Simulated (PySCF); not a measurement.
Computed with B3LYP-D3(BJ)/def2-TZVP // PBE0-D4/def2-TZVP (PySCF). All species are isolated molecules in the gas phase. One relaxed conformer stands for a flexible species; it need not be the lowest. B3LYP has the VWN-RPA correlation part, as in Gaussian. Delta-SCF ions had no search for a lower state. 

Reference species (SMILES): `C[Si@@H](N)[SiH3]` (neutral, multiplicity 1).

```yaml
HOMO: -6.90 eV
vertical ionisation energy (Delta-SCF): 9.02 eV
```

Changed species: `[SiH3]CN[SiH3]` (Si–C–N–Si torsion 155°).

Problem. What does the change do to the HOMO and vertical ionisation energy (Delta-SCF)?

Solution. the HOMO increases by 0.29 eV, to -6.61 eV; the vertical ionisation energy (Delta-SCF) drops by 0.21 eV, to 8.81 eV.
